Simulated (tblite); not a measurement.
Compound: C3H3F3N2.
Numbering: `[CH2:1]=[N:2]/[N:3]=[CH:4]/[C:5]([F:6])([F:7])[F:8]` (hydrogens: H9, H10 on C1; H11 on C4)

The geometry is computed with GFN2-xTB (gas phase).

Question: What internal coordinates does the optimisation give?

Answer: 
| bond | length (Å) | order |
| --- | --- | --- |
| C1=N2 | 1.257 | double |
| N2–N3 | 1.246 | single |
| N3=C4 | 1.268 | double |
| C4–C5 | 1.497 | single |
| C5–F6, C5–F8 | 1.340 | single |
| C5–F7 | 1.350 | single |
| C1–H9 | 1.085 | single |
| C1–H10 | 1.077 | single |
| C4–H11 | 1.087 | single |

Bonds in one row agree within 0.01 Å and their mean is given. Orders are formal, as drawn. A selection of angles:
| angle | degrees |
| --- | --- |
| N2–C1–H9 | 123.7 |
| N2–C1–H10 | 117.6 |
| H9–C1–H10 | 118.7 |
| C1–N2–N3 | 137.0 |
| N2–N3–C4 | 133.5 |
| N3–C4–C5 | 118.4 |
| N3–C4–H11 | 125.8 |
| C5–C4–H11 | 115.8 |
| C4–C5–F6 | 113.4 |
| C4–C5–F7 | 112.2 |
| F6–C5–F7 | 106.4 |
| F6–C5–F8 | 107.2 |

Dihedral angles: C1–N2–N3–C4 -107° (anticlinal); N2–N3–C4–C5 -168° (antiperiplanar); N3–C4–C5–F6 26° (synperiplanar). The mirror-image conformer, all signs reversed, is as good.

Point group: C1 (no symmetry element, even within 0.4 Å). Its GFN2-xTB frequencies are all real (lowest 18 cm⁻¹). The numbers are those of one conformer. 2 starts were optimised and ended at 0.00 and 14.87 kcal/mol (GFN2-xTB); the lowest of these is shown.
